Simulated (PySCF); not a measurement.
**A PySCF run on PbO**

State: ¹Σ⁺ (singlet), closed shell.

An equivalent input (the run itself took its basis sets from the Basis Set Exchange, started from a PBE0 density and held the occupation σ 7α 7β, πx 3α 3β, πy 3α 3β, δx 1α 1β, δy 1α 1β):

```python
from pyscf import gto, scf
mol = gto.M(atom='Pb 0 0 0; O 0 0 1.932', basis={'Pb': 'def2-SVP', 'O': 'def2-SVP'}, ecp={'Pb': 'def2-SVP'},
            charge=0, spin=0, verbose=4, symmetry='C2v')
mf = scf.RHF(mol)
mf.irrep_nelec = {'A1': 16, 'A2': 2, 'B1': 6, 'B2': 6}
mf.conv_tol = 1e-9
mf.max_cycle = 60
mf.diis_space = 10
mf.kernel()
```

The log (some set-up lines and the per-cycle HOMO/LUMO lines removed):

```
******** <class 'pyscf.scf.hf_symm.SymAdaptedRHF'> ********
method = SymAdaptedRHF
damping factor = 0
level_shift factor = 0
DIIS = <class 'pyscf.scf.diis.CDIIS'>
diis_start_cycle = 1
diis_space = 10
diis_damp = 0
SCF conv_tol = 1e-09
SCF conv_tol_grad = None
SCF max_cycles = 60
Set gradient conv threshold to 3.16228e-05
init E= -266.547121591873
cycle= 1 E= -266.563130385656  delta_E= -0.016  |g|= 0.106  |ddm|= 0.488
cycle= 2 E= -266.562238929641  delta_E= 0.000891  |g|= 0.128  |ddm|= 0.181
cycle= 3 E= -266.565997336042  delta_E= -0.00376  |g|= 0.0191  |ddm|= 0.102
cycle= 4 E= -266.566178582445  delta_E= -0.000181  |g|= 0.00527  |ddm|= 0.0413
cycle= 5 E= -266.566216302664  delta_E= -3.77e-05  |g|= 0.00258  |ddm|= 0.0182
cycle= 6 E= -266.566228802015  delta_E= -1.25e-05  |g|= 0.000681  |ddm|= 0.0138
cycle= 7 E= -266.566229560295  delta_E= -7.58e-07  |g|= 6.58e-05  |ddm|= 0.00392
cycle= 8 E= -266.566229562448  delta_E= -2.15e-09  |g|= 8.86e-06  |ddm|= 0.000154
cycle= 9 E= -266.566229562479  delta_E= -3.15e-11  |g|= 7.97e-07  |ddm|= 1.89e-05
Extra cycle  E= -266.566229562479  delta_E= -1.14e-13  |g|= 3.29e-07  |ddm|= 2.29e-06
converged SCF energy = -266.566229562479
```

Repeating this along the bond gives Re = 1.888 Å and ωe = 872 cm⁻¹.

A point of this curve took 0.039 CPU seconds beside 0.075 for the integrals, on Intel Xeon Platinum 8488C (shared host).

Spin–orbit coupling is left out, which matters for elements this heavy, above all for dissociation energies.
